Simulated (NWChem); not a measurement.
SrCl$_{2}$; SMILES [Cl][Sr][Cl]

All runs: NWChem. Structure relaxed at the PBE0/def2-SVP (def2 core potentials past Kr) level. Level: PBE0/Sadlej pVTZ, non-relativistic; rows give the wavelength of the field.

```
field    isotropic polarisability (bohr³)  anisotropy (bohr³)
-------  --------------------------------  ------------------
static                               60.4                28.2
1065 nm                              61.3                28.6
589 nm                               63.3                29.5
```
